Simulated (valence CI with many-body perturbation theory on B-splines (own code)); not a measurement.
# E1 line list for Pd VI

Computed by valence CI with perturbative core correlation (CI+MBPT): five valence electrons over a frozen Dirac-Fock core [Kr], radial functions for each j: 7 s, 7 p, 8 d, 6 f, 4 g, 1 h, with the one-electron correlation potential Σ1, the two-electron term Σ2, the three-electron term Σ3, Breit, model QED; selected CI, second order for the rest, scaled by the run's own slope (own B-spline code, finite nucleus).

No measured levels were compared; by estimate terms of the open shell hold to 2 to 4 % of their energy, and close levels can change places; different configurations can be misplaced against each other by 1,000 to 8,000 cm⁻¹. Among the levels kept, up to 2400 cm⁻¹ of a level comes from second order outside the variational space, and about a tenth of that is noise between levels of different J, which matters for small intervals. The list stops below the first excitations out of the core.

Lines 351 to 400 of 600 in falling wavelength, among levels below 303740 cm⁻¹, chosen from the strongest by gf and those to the six lowest levels. Wavelengths and rates use the calculated energies, so an error of 2000 cm⁻¹ moves a line at 421.3 Å by 0.84 % and its rate by three times that or more. Electric multipoles are in the length gauge, E1 and E2 with the static RPA response of the core. Weak lines are less certain than strong ones. Lines between different terms over intervals too small for the method are left out, as are lines whose strength nearly cancels. Where a level lies close to another of its J and parity, the split of strength between their lines is uncertain. The highest levels of a list are the least certain.

Names give the largest LS component (configuration and term), which can be under half, so a name can repeat, a term be missing and a line seem to break the LS rules; names also repeat where a configuration has a term twice. Letters in brackets count levels of one name in rising energy.

```
λ vac (Å)                Upper           Lower   A (s⁻¹)  log gf  Branch %
    421.3   4d4 5p 4P°_5/2 [a]      4d5 4D_7/2  1.37e+09   -0.66      18.7
    420.4  4d4 5p 2I°_13/2 [a]     4d5 2H_11/2  6.19e+08   -0.64      23.4
    419.8   4d4 5p 2G°_7/2 [a]  4d5 2D_5/2 [a]  9.70e+08   -0.69      19.6
    417.6  4d4 5p 4G°_11/2 [a]      4d5 4F_9/2  7.63e+08   -0.62       9.4
    417.4  4d4 5p 2I°_11/2 [a]      4d5 2H_9/2  9.65e+08   -0.52      17.1
    416.8       4d4 5p 6D°_3/2      4d5 4P_5/2  1.49e+09   -0.81      26.7
    415.3   4d4 5p 4F°_3/2 [a]      4d5 4P_5/2  5.67e+08   -1.23       9.0
    415.0   4d4 5p 4P°_5/2 [a]      4d5 4P_5/2  1.11e+09   -0.77      15.2
    413.6       4d4 5p 6D°_7/2      4d5 4G_9/2  8.25e+08   -0.77      27.7
    412.5   4d4 5p 6D°_9/2 [a]      4d5 4G_9/2  8.93e+07   -1.64       3.0
    412.3   4d4 5p 6D°_9/2 [a]     4d5 4G_11/2  1.26e+09   -0.49      41.9
    412.0  4d4 5p 2I°_11/2 [b]     4d5 2H_11/2  6.83e+08   -0.68       6.1
    411.4       4d4 5p 6D°_3/2      4d5 4G_5/2  1.78e+09   -0.74      32.0
    411.0   4d4 5p 4F°_7/2 [a]      4d5 4P_5/2  3.15e+08   -1.19       4.9
    410.6   4d4 5p 4P°_5/2 [a]      4d5 4G_7/2  2.25e+09   -0.47      30.9
    409.9   4d4 5p 4F°_3/2 [a]      4d5 4G_5/2  2.90e+09   -0.53      46.1
    409.8   4d4 5p 2H°_9/2 [b]     4d5 2H_11/2  6.94e+08   -0.76       5.4
    409.1   4d4 5p 4D°_5/2 [a]      4d5 4D_3/2  1.46e+09   -0.66      17.1
    408.7   4d4 5p 4F°_5/2 [a]      4d5 4G_7/2  1.81e+09   -0.57      30.2
    408.6   4d4 5p 2D°_3/2 [b]  4d5 2F_5/2 [a]  1.97e+09   -0.70      20.8
    408.6   4d4 5p 4H°_9/2 [d]      4d5 2H_9/2  7.42e+08   -0.73      14.0
    408.3   4d4 5p 4G°_5/2 [c]  4d5 2D_3/2 [a]  1.38e+09   -0.69      15.2
    407.7   4d4 5p 4F°_5/2 [a]      4d5 4G_5/2  2.10e+08   -1.50       3.5
    407.6   4d4 5p 2G°_7/2 [b]  4d5 2F_7/2 [b]  1.11e+09   -0.66       8.7
    407.5  4d4 5p 2H°_11/2 [b]     4d5 2H_11/2  9.54e+08   -0.55       7.2
    407.4   4d4 5p 4D°_7/2 [a]      4d5 4D_5/2  1.29e+09   -0.59      14.8
    407.3   4d4 5p 4F°_7/2 [a]      4d5 4G_9/2  3.18e+09   -0.20      49.9
    407.2   4d4 5p 4F°_9/2 [a]      4d5 4F_9/2  1.21e+09   -0.52      11.3
    406.9  4d4 5p 4H°_11/2 [b]      4d5 4F_9/2  9.44e+08   -0.55      16.0
    406.7   4d4 5p 4F°_7/2 [a]      4d5 4G_7/2  2.26e+08   -1.35       3.5
    406.0   4d4 5p 2G°_9/2 [a]  4d5 2F_7/2 [b]  1.07e+09   -0.58      15.7
    405.5   4d4 5p 2G°_7/2 [b]  4d5 2G_9/2 [a]  1.68e+09   -0.48      13.2
    405.3   4d4 5p 4D°_7/2 [c]      4d5 2H_9/2  1.17e+09   -0.64      18.4
    405.2   4d4 5p 4D°_7/2 [d]  4d5 2F_5/2 [a]  9.37e+08   -0.73      13.5
    404.9   4d4 5p 2F°_7/2 [a]      4d5 4F_7/2  1.24e+09   -0.61      18.5
    404.9   4d4 5p 2H°_9/2 [b]      4d5 2H_9/2  1.14e+09   -0.55       8.9
    404.7  4d4 5p 4G°_11/2 [c]  4d5 2G_9/2 [a]  1.55e+09   -0.34      24.7
    404.4   4d4 5p 4G°_9/2 [c]  4d5 2G_7/2 [a]  7.76e+08   -0.72      10.7
    404.2   4d4 5p 2D°_5/2 [a]  4d5 2D_5/2 [a]  1.50e+09   -0.66      17.9
    403.9   4d4 5p 6D°_9/2 [b]      4d5 4G_9/2  1.38e+08   -1.47       2.6
    403.8   4d4 5p 2F°_7/2 [b]      4d5 2H_9/2  1.10e+09   -0.67      12.4
    403.6   4d4 5p 6D°_9/2 [b]     4d5 4G_11/2  2.51e+09   -0.21      48.3
    403.5   4d4 5p 4D°_7/2 [a]      4d5 4D_7/2  1.46e+09   -0.54      16.7
    403.2   4d4 5p 2D°_3/2 [b]      4d5 4F_3/2  1.87e+09   -0.74      19.7
    403.2  4d4 5p 2I°_13/2 [b]     4d5 2H_11/2  1.13e+09   -0.41      18.1
    403.1   4d4 5p 4D°_7/2 [b]      4d5 4F_5/2  1.33e+09   -0.59      19.3
    402.0   4d4 5p 2G°_9/2 [b]  4d5 2G_9/2 [a]  1.50e+09   -0.44      15.7
    401.3  4d4 5p 2I°_11/2 [a]     4d5 2I_11/2  7.34e+08   -0.67      13.0
    401.3   4d4 5p 4G°_9/2 [c]      4d5 2H_9/2  9.63e+08   -0.63      13.3
    401.1   4d4 5p 4D°_3/2 [a]      4d5 4P_5/2  7.35e+08   -1.15      10.2
```
